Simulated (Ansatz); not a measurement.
C2H5NSi can be A, `C#C[SiH2]N`, or B, `[SiH3]C1C=N1`.

Computed with Ansatz on PBE0-D4/def2-TZVP structures; ΔE is electronic, products minus reactants. CCSD(T)/CBS adds triple-zeta CCSD(T) − MP2 to the extrapolated MP2 energy (def2 sets, frozen cores). DFT in def2-TZVPP. B3LYP here is the variant with VWN-RPA as its local correlation; programs differ in this. One conformer a species, not always the lowest.

**Question.** Which isomer does CCSD(T)/CBS put lower? Give the gap. (Estimate.)

**Answer.** The calculation gave: A, by 44.0 kcal/mol.

**Question.** Give E(B) − E(A) in kcal/mol with HF/def2-TZVPP, CCSD/def2-TZVPP, r2SCAN-D4, MP2/def2-TZVPP, BLYP-D4, B3LYP, PBE-D4. (An estimate is asked.)

**Answer.** Computed: HF/def2-TZVPP 48.5, CCSD/def2-TZVPP 43.4, r2SCAN-D4 39.8, MP2/def2-TZVPP 44.1, BLYP-D4 40.8, B3LYP 42.6, PBE-D4 35.2. None reverses the order clearly.

**Question.** Does the order hold for the free energy at 298.15 K (harmonic terms from PBE0-D4)? (Estimate.)

**Answer.** Ansatz gave: Yes: G(B) − G(A) = +42.8 kcal/mol, for one conformer each.

Largest T1 diagnostic: 0.012.

In def2-TZVPP, CCSD(T) changes the Hartree–Fock value by −6.3 kcal/mol (the triples alone add −1.2 kcal/mol) and MP2 by −4.4 kcal/mol. Leaving LDA and LC-ωPBE aside and taking each functional with its dispersion term where it has one, the values, not all of them listed here, spread over 11.1 kcal/mol, from revPBE-D4 to BHLYP-D4.
